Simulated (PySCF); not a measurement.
Gas-phase reaction: 3 SiI4 + 4 SiH ⇌ 6 SiI2 + SiH4

Method: PySCF energies (xtb for GFN2) plus ideal-gas RRHO corrections (1 bar). † marks an energy on the PBE0/def2-TZVP geometry and frequencies; other levels use their own. MP2 freezes the core. Open shells (unrestricted): SiH (multiplicity 2, electronic degeneracy 4); the rest are closed-shell singlets. GFN2 has no spin-polarisation term. Spin-orbit splitting is ignored; it lowers the true energy and changes the entropy of SiH. B3LYP is the form with VWN-RPA correlation. I: scalar-relativistic def2 core potential, no spin-orbit coupling. MP2 isn't extrapolated to the basis-set limit; its ΔH°(298 K) is -482.2 kJ in def2-SVP and -475.9 kJ in def2-TZVPP. The harmonic model lacks anharmonicity and excited electronic states, which grow with temperature; levels with a mode under 35 cm⁻¹ are left out. Soft modes under 120 cm⁻¹ make the harmonic entropy rough for SiI4, SiI2.

```tsv
level	ΔE electronic, kJ	ΔH°(298 K), kJ	ΔS°(298 K), J/K	ΔG°(800 K), kJ
B3LYP/def2-TZVP†	-652	-637	97	-703
GFN2-xTB	-893	-873	88	-933
MP2/def2-SVP†	-498	-482	97	-549
PBE/def2-TZVP†	-665	-650	97	-716
PBE0/def2-QZVP†	-582	-567	97	-634
r2SCAN/def2-TZVP†	-584	-568	97	-635
ωB97M-V/def2-TZVP†	-576	-561	97	-627
```
ΔH° is lowest at GFN2-xTB and highest at MP2/def2-SVP†. No reference value is set beside these.
